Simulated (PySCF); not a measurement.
## Assignment exercise: C6H4FNSi

Mapped SMILES: `[CH:1]#[C:2][C@:3]1([F:4])[SiH2:5][CH:6]=[C:7]1[C:8]#[N:9]`; H(Xn) means a hydrogen on atom n. Ha(Si5) is pro-R; Hb(Si5) is pro-S.

[PySCF: σ from GIAO-PBE0/pcSseg-1; structure optimised with GFN2-xTB; one conformer; in vacuum; relativity neglected]

Chemical shifts δ = σref − σ; 13C (186.93 ppm), 1H (31.72 ppm) vs TMS, all at this level.

**Question.** Assign these signals to the numbered atoms. 13C{1H} NMR (computed): δ 165.9, 147.5, 118.1, 92.5, 92.2, 83.2.

**Answer.** 
165.9 → C6, alkene CH
147.5 → C7, fully substituted alkene carbon: as expected for a trigonal carbon in a double bond
118.1 → C8, nitrile carbon: C≡N carbons fall here, among the sp2 signals but without a proton
92.5 → C3, allylic fully substituted sp3 carbon bonded to F and Si: deshielded by the electronegative neighbour
92.2 → C1, terminal alkyne carbon: the triple bond shields along its axis, which puts it between sp3 and sp2 carbons
83.2 → C2, alkyne carbon: sp carbons lie upfield of alkene carbons because the cylindrical π system leaves one tensor component strongly shielded

C3 and C1 lie closer than the usual error of such a calculation, so a measured spectrum could show them in the other order.

**Question.** Assign these signals to the numbered atoms. 1H NMR (400 MHz, computed): δ 7.41 (m, 1H), 5.07 (m, 1H), 5.03 (m, 1H), 2.79 (s, 1H).

**Answer.** 
7.41 → H(C6), hydrogen on an alkene CH: olefinic region
5.07 → Hb(Si5), hydrogen on a silicon bonded to 2 C, in a 4-membered ring
5.03 → Ha(Si5), hydrogen on a silicon bonded to 2 C, in a 4-membered ring
2.79 → H(C1), hydrogen on a terminal alkyne carbon: it lies on the axis of the triple bond, in its shielding cone

Hb(Si5) and Ha(Si5) lie closer than the usual error of such a calculation, so a measured spectrum could show them in the other order.

Splittings by 19F in the carbon and heteronuclear signals aren't shown, as no couplings were computed. Shifts are as computed. Against solution values, carbons near 30 ppm lie about +3 ppm off and those near 130 ppm about +5 ppm. Of 1211 compounds with measured shifts, 218 miss one by over three times the rms of a fit or turn the order of signals round; such compounds aren't used in these exercises. Multiplicities follow the n + 1 count of equivalent neighbours, as no J values were calculated; m marks all less simple cases, F and P coupling included.
